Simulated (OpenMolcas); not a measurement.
## Tc3+ in a point-charge field

Tc3+ among 5 point charges of -1 e arranged as a trigonal bipyramid (D3h), 2.18 Å from the ion, with the axial distance 2.311 Å.
```
   2.1800    0.0000    0.0000  -1.00
  -1.0900    1.8879    0.0000  -1.00
  -1.0900   -1.8879    0.0000  -1.00
   0.0000    0.0000    2.3108  -1.00
   0.0000    0.0000   -2.3108  -1.00
```

| Quantity | Value |
| --- | --- |
| Program | OpenMolcas 26.06 |
| Method | CASSCF |
| Basis | ANO-RCC-VDZP [6s5p3d1f] |
| Scalar Hamiltonian | DKH2, point nucleus |
| Active space | 4 electrons in 5 orbitals (4d) |
| State averaging | 2S+1 = 5 even, 5 roots; 2S+1 = 3 even, 45 roots; 2S+1 = 1 even, 50 roots |
| Spin-orbit coupling | RASSI with atomic mean-field integrals over the reference wave functions |

The lowest spin-free states (labels of D3, the rotations of D3h), above the lowest:

```json
{"State": "5A1", "Degeneracy": "1", "E (cm-1)": "0.0", "Free-ion L (%)": "D (100)"}
{"State": "5E", "Degeneracy": "2", "E (cm-1)": "2368", "Free-ion L (%)": "D (100)"}
{"State": "5E", "Degeneracy": "2", "E (cm-1)": "3020", "Free-ion L (%)": "D (100)"}
{"State": "3A2", "Degeneracy": "1", "E (cm-1)": "17391", "Free-ion L (%)": "H (84)"}
{"State": "3A1", "Degeneracy": "1", "E (cm-1)": "17410", "Free-ion L (%)": "H (84)"}
{"State": "3E", "Degeneracy": "2", "E (cm-1)": "17988", "Free-ion L (%)": "H (95)"}
{"State": "3E", "Degeneracy": "2", "E (cm-1)": "18913", "Free-ion L (%)": "H (47)"}
{"State": "3E", "Degeneracy": "2", "E (cm-1)": "18986", "Free-ion L (%)": "H (86)"}
{"State": "3A2", "Degeneracy": "1", "E (cm-1)": "19665", "Free-ion L (%)": "H (71)"}
{"State": "3A2", "Degeneracy": "1", "E (cm-1)": "20269", "Free-ion L (%)": "F (51)"}
{"State": "3E", "Degeneracy": "2", "E (cm-1)": "20416", "Free-ion L (%)": "H (100)"}
{"State": "3E", "Degeneracy": "2", "E (cm-1)": "21473", "Free-ion L (%)": "H (49)"}
{"State": "3E", "Degeneracy": "2", "E (cm-1)": "21519", "Free-ion L (%)": "F (84)"}
{"State": "3A1", "Degeneracy": "1", "E (cm-1)": "22352", "Free-ion L (%)": "G (97)"}
{"State": "3E", "Degeneracy": "2", "E (cm-1)": "22604", "Free-ion L (%)": "F (80)"}
{"State": "3A2", "Degeneracy": "1", "E (cm-1)": "22842", "Free-ion L (%)": "F (68)"}
{"State": "3A1", "Degeneracy": "1", "E (cm-1)": "22849", "Free-ion L (%)": "F (67)"}
{"State": "3E", "Degeneracy": "2", "E (cm-1)": "23199", "Free-ion L (%)": "G (95)"}
{"State": "3E", "Degeneracy": "2", "E (cm-1)": "24131", "Free-ion L (%)": "G (68)"}
{"State": "3E", "Degeneracy": "2", "E (cm-1)": "24510", "Free-ion L (%)": "G (97)"}
```

The lowest levels with spin-orbit coupling:

```
E (cm-1)  Degeneracy  Label  2S+1                g
     0.0           1     A1     5                 
   104.3           2      E     5   0.00 0.00 3.95
   374.7           2      E     5   0.00 0.00 7.92
    1592           1     A2     5                 
    1665           1     A1     5                 
    2103           2      E     5   0.00 0.00 0.37
    2589           2      E     5   0.00 0.00 4.39
    3097           1     A1     5                 
    3097           1     A2     5                 
    3125           2      E     5   0.00 0.00 5.78
    3435           1     A2     5                 
    3685           1     A1     5                 
    3789           2      E     5  0.00 0.00 11.98
    3883           2      E     5   0.00 0.00 1.89
    4088           2      E     5   0.00 0.00 5.68
    4207           2            5   0.00 0.00 9.56
   17338           2      E     3   0.00 0.00 2.20
   17346           1     A1     3                 
   17439           1     A1     3                 
   17452           1     A2     3
```

Powder χT (cm3 K/mol): 0.0444 at 2 K, 0.222 at 10 K, 1.02 at 50 K, 1.45 at 100 K, 1.74 at 200 K, 1.89 at 300 K. The effective moment at 300 K is 2.828 √(χT) = 3.89 μB.

The lowest level has 2S+1 = 5, for which the spin-only value is χT = S(S+1) / 2 = 3.000 cm3 K/mol (g = 2). The computed 1.891 at 300 K differs by -1.109, through orbital momentum, spin-orbit coupling and any other state in reach.

Without dynamic correlation the repulsion within the d shell is too large (B by tens of per cent), so at a given field states of lower spin stand too high. Point charges give a weaker field than real ligands, and real ions of this kind are as a rule low spin; the high spin found here belongs to the model. The ground term spreads over less than 5000 cm-1, several times less than with real ligands, so orbital moments are less quenched and χT lies further from the spin-only value than at real sites. Point charges carry no covalency, so the field is a model and not that of real ligands. No measured value stands beside these numbers.

The RASSCF and RASSI steps took 20 s on 1 thread of Arm Neoverse V2 (shared host); the integral step is not counted.

With an even number of electrons the g values are those of a degenerate or nearly degenerate non-Kramers pair.
